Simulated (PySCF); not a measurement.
# TDDFT excited states: CH7NO2Si

CH7NO2Si.
SMILES: `O[Si@@H](N)OC`

Theory: TDDFT PBE0/def2-SVPD, vertical, gas phase, core orbitals frozen in the response in PySCF 2.14.0, density-fitted response routines. One conformer (not necessarily the lowest) at the GFN2-xTB geometry, without solvent, vibrations or thermal averaging. Torsions of this conformer, `[CH3:1][O:2][Si@H:3]([NH2:4])[OH:5]`: C1–O2–Si3–N4 169°, H–N4–Si3–O2 -68°, H–N4–Si3–O2 64°, H–O5–Si3–O2 170°.

Q: List the vertical singlet excitations with oscillator strengths and describe the spectrum.

A: 

```json
{"state": "S1", "E (eV)": "6.95", "ν̃ (cm⁻¹)": "56080", "f": "0.044", "main configurations (H = HOMO, L = LUMO)": "H→L (87%), H→L+1 (12%)"}
{"state": "S2", "E (eV)": "7.49", "ν̃ (cm⁻¹)": "60380", "f": "0.0091", "main configurations (H = HOMO, L = LUMO)": "H→L+1 (77%), H→L (11%)"}
{"state": "S3", "E (eV)": "7.57", "ν̃ (cm⁻¹)": "61080", "f": "0.0098", "main configurations (H = HOMO, L = LUMO)": "H-1→L (88%)"}
{"state": "S4", "E (eV)": "7.96", "ν̃ (cm⁻¹)": "64180", "f": "0.015", "main configurations (H = HOMO, L = LUMO)": "H-2→L (61%), H-1→L+2 (14%), H-3→L (12%)"}
{"state": "S5", "E (eV)": "8.03", "ν̃ (cm⁻¹)": "64780", "f": "0.012", "main configurations (H = HOMO, L = LUMO)": "H-1→L+1 (64%), H→L+2 (26%)"}
{"state": "S6", "E (eV)": "8.09", "ν̃ (cm⁻¹)": "65250", "f": "0.020", "main configurations (H = HOMO, L = LUMO)": "H→L+2 (57%), H-1→L+1 (26%), H-2→L (9%)"}
{"state": "S7", "E (eV)": "8.20", "ν̃ (cm⁻¹)": "66140", "f": "0.034", "main configurations (H = HOMO, L = LUMO)": "H-1→L+2 (73%), H-2→L (16%)"}
{"state": "S8", "E (eV)": "8.38", "ν̃ (cm⁻¹)": "67550", "f": "0.0083", "main configurations (H = HOMO, L = LUMO)": "H-3→L (66%), H-2→L+2 (17%)"}
```

Triplets, Tamm–Dancoff:

```
state  E (eV)  λ (nm)  main configurations (H = HOMO, L = LUMO)
   T1    6.64   186.6                    H→L (68%), H→L+1 (27%)
   T2    7.29   170.1       H→L+1 (61%), H→L (24%), H→L+2 (10%)
   T3    7.40   167.5                               H-1→L (85%)
```

The lowest singlet lies at 6.95 eV (178 nm, vacuum ultraviolet) and is of moderate strength; its leading configuration is HOMO→LUMO (87%). The lowest level is also the most intense of those listed (f = 0.044). Löwdin shares by element: HOMO nitrogen 71%, hydrogen 14% or more, silicon 8%; LUMO silicon 32%, oxygen 24% or more, hydrogen 19% or more (atoms not listed hold the other 25%). Of the 8 states listed, 5 reach f = 0.01 and none stays under 0.0005. Weighted by f, the mean energy of these states is 7.71 eV. Orbital energies (eV): HOMO-3 -9.26, HOMO-2 -8.74, HOMO-1 -8.19, HOMO -7.79, LUMO 0.42, LUMO+1 1.04, LUMO+2 1.18. Only the lowest 8 singlets were computed, as vertical energies without vibronic structure.

Without π bonds the low states are Rydberg-like; a valence basis with one diffuse set may place them up to an eV too high.
